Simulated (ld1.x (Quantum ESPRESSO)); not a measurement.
Ir: one change to an ultrasoft potential, before and after

ld1.x (Quantum ESPRESSO) 7.5 input, shortened:

```
&input
   title='Ir', zed=77., rel=1, dft='PBE', iswitch=3,
   config='[Xe] 4f14 5d7 6s2 6p0'
 /
 &inputp
   pseudotype=3, tm=.true., lloc=-1, rcloc=3.45,
   nlcc=.false.
 /
6
6S  1  0   2.00   0.00  1.65  2.30  0.0
6S  1  0   0.00   0.10  1.65  2.30  0.0
6P  2  1   0.00   0.00  3.05  3.60  0.0
6P  2  1   0.00   0.95  3.05  3.60  0.0
5D  3  2   7.00   0.00  1.45  2.00  0.0
5D  3  2   0.00   3.05  1.45  2.00  0.0
 &test
   configts(1)='5d7 6s2 6p0'
 /
```

Change: waves 6p (bound): rcut 3.05, rcutus 4.22 bohr; 6p channel at 0.95 Ry: rcut 3.05, rcutus 4.22 bohr.

Cutoffs: the cutoffs (Ry, on a coarse ladder) from which the occupation-weighted sum of valence levels, in a spherical-Bessel basis at the reference potential, stays within 10 and 1 mRy of its value at 400 Ry; they do not see the model core or the augmentation charge, which bear on the density cutoff. Errors are all-electron minus pseudo energies relative to the spin-unpolarised reference configuration.

**Question.** Predict the effect on cutoff, ghosts and configuration errors.

**Answer.** The potential gets neither clearly harder nor softer (30 Ry and 35 Ry → 30 Ry and 35 Ry); the errors of the 7 common tests hardly move; neither file shows a bound ghost.

| quantity | base | changed |
| --- | --- | --- |
| cutoff, loose | 30 Ry | 30 Ry |
| cutoff, tight | 35 Ry | 35 Ry |
| bound ghosts | none | none |
| error for 5d7 6s1 6p0, meV [ΔE 9.88 eV] | +31 | +31 |
| error for 5d7 6s0 6p0, meV [ΔE 27.35 eV] | +165 | +165 |
| error for 5d6 6s0 6p0, meV [ΔE 57.89 eV] | +103 | +103 |
| error for 5d7 6s0 6p2, meV [ΔE 11.01 eV] | +116 | +118 |
| error for 5d6 6s2 6p1, meV [ΔE 7.16 eV] | -26 | -24 |
| error for 5d5 6s0 6p0, meV [ΔE 101.46 eV] | -103 | -103 |
| error for 5d7.5 6s1.5 6p0, meV [ΔE -0.29 eV] | +11 | +11 |
| lowest overlap eigenvalue by channel | s 0.60, p 0.56, d 0.29 | s 0.60, p 0.51, d 0.29 |
